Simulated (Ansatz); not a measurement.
Ansatz (a quantum-chemistry and plane-wave program) input for DMAc (C4H9NO), SMILES N(C)(C(=O)C)C, B3LYP-D3(BJ)/def2-SVP. 

Ansatz 0.2 input:
```yaml
crystal:
  periodic: [false, false, false]
  atoms:
    - {symbol: C, position_ang: [-1.67230758, -0.51731786, -0.65060905]}
    - {symbol: N, position_ang: [-0.57441797, -0.00978068, 0.14048073]}
    - {symbol: C, position_ang: [-0.87595536, 0.34460717, 1.50546174]}
    - {symbol: C, position_ang: [0.67561058, -0.00428692, -0.38682562]}
    - {symbol: C, position_ang: [1.78098740, 0.46532156, 0.53429007]}
    - {symbol: O, position_ang: [0.89222732, -0.34821758, -1.53311757]}
    - {symbol: H, position_ang: [-2.44324607, 0.24713464, -0.76916703]}
    - {symbol: H, position_ang: [-1.28023772, -0.78868610, -1.62883318]}
    - {symbol: H, position_ang: [-2.11081392, -1.39955931, -0.17828971]}
    - {symbol: H, position_ang: [-0.35068245, 1.25152626, 1.80284843]}
    - {symbol: H, position_ang: [-0.60875063, -0.45894666, 2.20020620]}
    - {symbol: H, position_ang: [-1.94591367, 0.52793931, 1.59015499]}
    - {symbol: H, position_ang: [2.72829734, 0.33793264, 0.01818376]}
    - {symbol: H, position_ang: [1.65304679, 1.51826069, 0.77677436]}
    - {symbol: H, position_ang: [1.79139749, -0.11133984, 1.45579457]}
basis:
  gaussian:
    orbitals: def2-SVP
hamiltonian:
  xc: b3lyp
  dispersion: d3bj
relax: {f_tol: 0.002, max_steps: 200}
```

It prints:

```
[...]
the calculation of the forces begins
reference -7826.53876660 eV, -287.6199946541 hartree; 24, 24 occupied and 105, 105 virtual orbitals, 1466 factors
relax step  11: F+E_penalty+E_count = -7827.05766572 eV  Δ(F+E_penalty+E_count) = -1.442e-3 eV  max|allowed force component| = 1.024e-1 eV/Å  Δτ_max = 0.0761 Å  (30 SCF iters, accepted)
these checks for a lower state are left out or cut short: starts, cluster_reference, orbital_swaps, neighbouring_geometries, increment
integrals: 0.11 GiB planned
1466 factors; integrals over basis functions are off by at most 4.5e-4 eV
mean field: 0.69 GiB planned
mean field -7826.53935393 eV, -287.6200162380 hartree, gradient 1.7e-5 eV, S^2 0.000000; 0 other end points of the search recorded, 0 dependent functions left out
the calculation of the forces begins
reference -7826.53959236 eV, -287.6200250003 hartree; 24, 24 occupied and 105, 105 virtual orbitals, 1466 factors
relax step  12: F+E_penalty+E_count = -7827.05823912 eV  Δ(F+E_penalty+E_count) = -5.734e-4 eV  max|allowed force component| = 4.401e-2 eV/Å  Δτ_max = 0.0099 Å  (24 SCF iters, accepted)
these checks for a lower state are left out or cut short: starts, cluster_reference, orbital_swaps, neighbouring_geometries, increment
integrals: 0.11 GiB planned
1466 factors; integrals over basis functions are off by at most 4.5e-4 eV
mean field: 0.69 GiB planned
mean field evaluation 96: about -7826.5402 eV, gradient 1.4e-1 eV
mean field -7826.54021996 eV, -287.6200480642 hartree, gradient 2.2e-5 eV, S^2 0.000000; 0 other end points of the search recorded, 0 dependent functions left out
the calculation of the forces begins
reference -7826.54045853 eV, -287.6200568312 hartree; 24, 24 occupied and 105, 105 virtual orbitals, 1466 factors
relax step  13: F+E_penalty+E_count = -7827.05899567 eV  Δ(F+E_penalty+E_count) = -7.566e-4 eV  max|allowed force component| = 1.949e-2 eV/Å  Δτ_max = 0.0421 Å  (30 SCF iters, accepted)
these checks for a lower state are left out or cut short: starts, cluster_reference, orbital_swaps, neighbouring_geometries, increment
integrals: 0.11 GiB planned
1466 factors; integrals over basis functions are off by at most 4.4e-4 eV
mean field: 0.69 GiB planned
mean field -7826.54105895 eV, -287.6200788964 hartree, gradient 2.0e-5 eV, S^2 0.000000; 0 other end points of the search recorded, 0 dependent functions left out
the calculation of the forces begins
reference -7826.54129792 eV, -287.6200876784 hartree; 24, 24 occupied and 105, 105 virtual orbitals, 1466 factors
relax step  14: F+E_penalty+E_count = -7827.05942669 eV  Δ(F+E_penalty+E_count) = -4.310e-4 eV  max|allowed force component| = 6.867e-2 eV/Å  Δτ_max = 0.0786 Å  (30 SCF iters, accepted)
these checks for a lower state are left out or cut short: starts, cluster_reference, orbital_swaps, neighbouring_geometries, increment
integrals: 0.11 GiB planned
1466 factors; integrals over basis functions are off by at most 4.4e-4 eV
mean field: 0.69 GiB planned
mean field -7826.54132396 eV, -287.6200886354 hartree, gradient 1.6e-5 eV, S^2 0.000000; 0 other end points of the search recorded, 0 dependent functions left out
the calculation of the forces begins
reference -7826.54156299 eV, -287.6200974194 hartree; 24, 24 occupied and 105, 105 virtual orbitals, 1466 factors
relax step  15: F+E_penalty+E_count = -7827.05977177 eV  Δ(F+E_penalty+E_count) = -3.451e-4 eV  max|allowed force component| = 4.189e-2 eV/Å  Δτ_max = 0.0099 Å  (24 SCF iters, accepted)
these checks for a lower state are left out or cut short: starts, cluster_reference, orbital_swaps, neighbouring_geometries, increment
integrals: 0.11 GiB planned
1466 factors; integrals over basis functions are off by at most 4.4e-4 eV
mean field: 0.69 GiB planned
mean field -7826.54145729 eV, -287.6200935349 hartree, gradient 2.1e-5 eV, S^2 0.000000; 0 other end points of the search recorded, 0 dependent functions left out
the calculation of the forces begins
reference -7826.54169648 eV, -287.6201023251 hartree; 24, 24 occupied and 105, 105 virtual orbitals, 1466 factors
relax step  16: F+E_penalty+E_count = -7827.05995875 eV  Δ(F+E_penalty+E_count) = -1.870e-4 eV  max|allowed force component| = 2.600e-2 eV/Å  Δτ_max = 0.0169 Å  (31 SCF iters, accepted)
these checks for a lower state are left out or cut short: starts, cluster_reference, orbital_swaps, neighbouring_geometries, increment
integrals: 0.11 GiB planned
1466 factors; integrals over basis functions are off by at most 4.4e-4 eV
mean field: 0.69 GiB planned
mean field -7826.54172629 eV, -287.6201034206 hartree, gradient 2.1e-5 eV, S^2 0.000000; 0 other end points of the search recorded, 0 dependent functions left out
the calculation of the forces begins
reference -7826.54196585 eV, -287.6201122243 hartree; 24, 24 occupied and 105, 105 virtual orbitals, 1466 factors
relax step  17: F+E_penalty+E_count = -7827.06012294 eV  Δ(F+E_penalty+E_count) = -1.642e-4 eV  max|allowed force component| = 2.647e-2 eV/Å  Δτ_max = 0.0343 Å  (30 SCF iters, accepted)
these checks for a lower state are left out or cut short: starts, cluster_reference, orbital_swaps, neighbouring_geometries, increment
integrals: 0.11 GiB planned
1466 factors; integrals over basis functions are off by at most 4.4e-4 eV
mean field: 0.69 GiB planned
mean field evaluation 128: about -7826.4740 eV, gradient 2.3e0 eV
mean field -7826.54138934 eV, -287.6200910378 hartree, gradient 1.9e-5 eV, S^2 0.000000; 0 other end points of the search recorded, 0 dependent functions left out
the calculation of the forces begins
reference -7826.54162957 eV, -287.6200998663 hartree; 24, 24 occupied and 105, 105 virtual orbitals, 1466 factors
relax step  18: F+E_penalty+E_count = -7827.05957207 eV  Δ(F+E_penalty+E_count) = +5.509e-4 eV  max|allowed force component| = 8.370e-2 eV/Å  Δτ_max = 0.0564 Å  (30 SCF iters, rejected (line search))
these checks for a lower state are left out or cut short: starts, cluster_reference, orbital_swaps, neighbouring_geometries, increment
integrals: 0.11 GiB planned
1466 factors; integrals over basis functions are off by at most 4.4e-4 eV
mean field: 0.69 GiB planned
mean field -7826.54187814 eV, -287.6201090010 hartree, gradient 2.1e-5 eV, S^2 0.000000; 0 other end points of the search recorded, 0 dependent functions left out
the calculation of the forces begins
reference -7826.54211804 eV, -287.6201178171 hartree; 24, 24 occupied and 105, 105 virtual orbitals, 1466 factors
relax step  19: F+E_penalty+E_count = -7827.06021074 eV  Δ(F+E_penalty+E_count) = -8.780e-5 eV  max|allowed force component| = 1.257e-2 eV/Å  Δτ_max = 0.0280 Å  (30 SCF iters, accepted)
these checks for a lower state are left out or cut short: starts, cluster_reference, orbital_swaps, neighbouring_geometries, increment
integrals: 0.11 GiB planned
1466 factors; integrals over basis functions are off by at most 4.4e-4 eV
mean field: 0.69 GiB planned
mean field -7826.54190781 eV, -287.6201100912 hartree, gradient 1.4e-5 eV, S^2 0.000000; 0 other end points of the search recorded, 0 dependent functions left out
the calculation of the forces begins
reference -7826.54214784 eV, -287.6201189124 hartree; 24, 24 occupied and 105, 105 virtual orbitals, 1466 factors
relax step  20: F+E_penalty+E_count = -7827.06023687 eV  Δ(F+E_penalty+E_count) = -2.613e-5 eV  max|allowed force component| = 1.026e-2 eV/Å  Δτ_max = 0.0123 Å  (24 SCF iters, accepted)
these checks for a lower state are left out or cut short: starts, cluster_reference, orbital_swaps, neighbouring_geometries, increment
integrals: 0.11 GiB planned
1466 factors; integrals over basis functions are off by at most 4.4e-4 eV
mean field: 0.69 GiB planned
mean field -7826.54191747 eV, -287.6201104465 hartree, gradient 1.4e-5 eV, S^2 0.000000; 0 other end points of the search recorded, 0 dependent functions left out
the calculation of the forces begins
reference -7826.54215760 eV, -287.6201192711 hartree; 24, 24 occupied and 105, 105 virtual orbitals, 1466 factors
relax step  21: F+E_penalty+E_count = -7827.06025007 eV  Δ(F+E_penalty+E_count) = -1.320e-5 eV  max|allowed force component| = 9.549e-3 eV/Å  Δτ_max = 0.0104 Å  (23 SCF iters, accepted)
these checks for a lower state are left out or cut short: starts, cluster_reference, orbital_swaps, neighbouring_geometries, increment
integrals: 0.11 GiB planned
1466 factors; integrals over basis functions are off by at most 4.4e-4 eV
mean field: 0.69 GiB planned
mean field -7826.54190370 eV, -287.6201099403 hartree, gradient 1.2e-5 eV, S^2 0.000000; 0 other end points of the search recorded, 0 dependent functions left out
the calculation of the forces begins
reference -7826.54214385 eV, -287.6201187658 hartree; 24, 24 occupied and 105, 105 virtual orbitals, 1466 factors
relax step  22: F+E_penalty+E_count = -7827.06025860 eV  Δ(F+E_penalty+E_count) = -8.529e-6 eV  max|allowed force component| = 3.804e-3 eV/Å  Δτ_max = 0.0047 Å  (23 SCF iters, accepted)
these checks for a lower state are left out or cut short: starts, cluster_reference, orbital_swaps, neighbouring_geometries, increment
integrals: 0.11 GiB planned
1466 factors; integrals over basis functions are off by at most 4.4e-4 eV
mean field: 0.69 GiB planned
mean field evaluation 160: about -7826.4961 eV, gradient 1.7e-1 eV
mean field -7826.54189654 eV, -287.6201096773 hartree, gradient 4.4e-5 eV, S^2 0.000000; 0 other end points of the search recorded, 0 dependent functions left out
the calculation of the forces begins
reference -7826.54213671 eV, -287.6201185032 hartree; 24, 24 occupied and 105, 105 virtual orbitals, 1466 factors
relax step  23: F+E_penalty+E_count = -7827.06026064 eV  Δ(F+E_penalty+E_count) = -2.048e-6 eV  max|allowed force component| = 1.938e-3 eV/Å  Δτ_max = 0.0025 Å  (21 SCF iters, accepted)
integrals: 0.11 GiB planned
1466 factors; integrals over basis functions are off by at most 4.4e-4 eV
mean field: 0.69 GiB planned
mean field -7826.54189654 eV, -287.6201096773 hartree, gradient 4.4e-5 eV, S^2 0.000000; 1 other end points of the search recorded, 0 dependent functions left out
the calculation of the forces begins
reference -7826.54213671 eV, -287.6201185032 hartree; 24, 24 occupied and 105, 105 virtual orbitals, 1466 factors
Total energy: -7827.06050081 eV, -287.6391680326 hartree
Atom 0 at    -1.658743    -0.601580    -0.626341 Å, force     0.000353     0.000336     0.000253 eV/Å
Atom 1 at    -0.568930    -0.074998     0.172089 Å, force    -0.001808    -0.000200     0.001263 eV/Å
Atom 2 at    -0.917767     0.327464     1.516222 Å, force     0.001019    -0.000506    -0.000708 eV/Å
Atom 3 at     0.689576     0.004234    -0.383126 Å, force     0.001236     0.001072    -0.000210 eV/Å
Atom 4 at     1.806153     0.562637     0.489099 Å, force    -0.000257    -0.001938    -0.000340 eV/Å
Atom 5 at     0.913853    -0.355672    -1.527825 Å, force     0.000689     0.000116    -0.000473 eV/Å
Atom 6 at    -2.460933     0.149586    -0.739808 Å, force    -0.000317     0.000229     0.000055 eV/Å
Atom 7 at    -1.267517    -0.868037    -1.614508 Å, force    -0.000018    -0.000287    -0.000419 eV/Å
Atom 8 at    -2.096141    -1.497968    -0.151150 Å, force    -0.000541    -0.000744    -0.000044 eV/Å
Atom 9 at    -0.049657     0.715119     2.058615 Å, force     0.000052     0.000062     0.000283 eV/Å
Atom 10 at    -1.325561    -0.524805     2.090763 Å, force     0.000012    -0.000113     0.000068 eV/Å
Atom 11 at    -1.691823     1.116961     1.503787 Å, force    -0.000693     0.000826     0.000111 eV/Å
Atom 12 at     2.722152     0.550797    -0.112639 Å, force     0.000201     0.000155     0.000152 eV/Å
Atom 13 at     1.600644     1.596405     0.808518 Å, force    -0.000173     0.000290    -0.000079 eV/Å
Atom 14 at     1.963938    -0.045557     1.393657 Å, force     0.000243     0.000701     0.000086 eV/Å
Dipole moment:    -0.302637     0.172903     0.670990 e Å
```

The run converged.

Cost: very roughly 4 core-minutes.
